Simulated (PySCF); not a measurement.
Compound: H9N4Si2 (charge -1).
Structure used (GFN2-xTB), in Å, numbered top down from 1:
```xyz
15
H9N4Si2 angstrom
N     -0.0031    0.9416   -1.7828
Si    -0.5558    0.3739   -0.1964
N     -1.6662   -0.9261   -0.6668
N     -1.6564    1.6622    0.3045
N      0.5921    0.0454    0.9893
Si     1.8868   -0.9887    1.1289
H      0.8949    0.5380   -2.0100
H      0.1109    1.9445   -1.7942
H     -1.7639   -1.5953    0.0836
H     -1.3177   -1.4311   -1.4686
H     -2.4827    1.2827    0.7420
H     -1.2131    2.2663    0.9810
H      1.6304   -2.4704    1.0455
H      2.5120   -0.7912    2.4665
H      3.0274   -0.8437    0.1553
```

Computed at PBE0/pcSseg-1 (PySCF, non-relativistic), with Q(14N) = 0.02044 b: N1, 14N (I = 1): χzz = -4.249 MHz, η = 0.503; N4, 14N (I = 1): χzz = -4.345 MHz, η = 0.468; N5, 14N (I = 1): χzz = 1.715 MHz, η = 0.437.

Task: Where would the pure quadrupole (NQR) lines of 14N at N1 fall for the rigid, isolated species?

Result: From ν± = (3/4)|χ|(1 ± η/3) and ν0 = |χ|η/2: ν+ 3.721 MHz, ν− 2.652 MHz, ν0 1.069 MHz (silicon-bound nitrogen).

Task: Find the zero-field quadrupole resonance frequencies of 14N at N4.

Result: From ν± = (3/4)|χ|(1 ± η/3) and ν0 = |χ|η/2: ν+ 3.767 MHz, ν− 2.751 MHz, ν0 1.016 MHz (silicon-bound nitrogen).

Task: Where would the pure quadrupole (NQR) lines of 14N at N5 fall for the rigid, isolated species?

Result: From ν± = (3/4)|χ|(1 ± η/3) and ν0 = |χ|η/2: ν+ 1.474 MHz, ν− 1.099 MHz, ν0 0.375 MHz (nitrogen bonded to 2 Si).

In a crystal, neighbours and librations shift these lines. The pcSseg-1 basis has no diffuse functions, a weakness for an anion. GFN2-xTB bond lengths can be off by several hundredths of an ångström, more for odd bonds, and the gradients follow them. These gradients aren't converged with respect to the basis.

One conformer stands for the species.
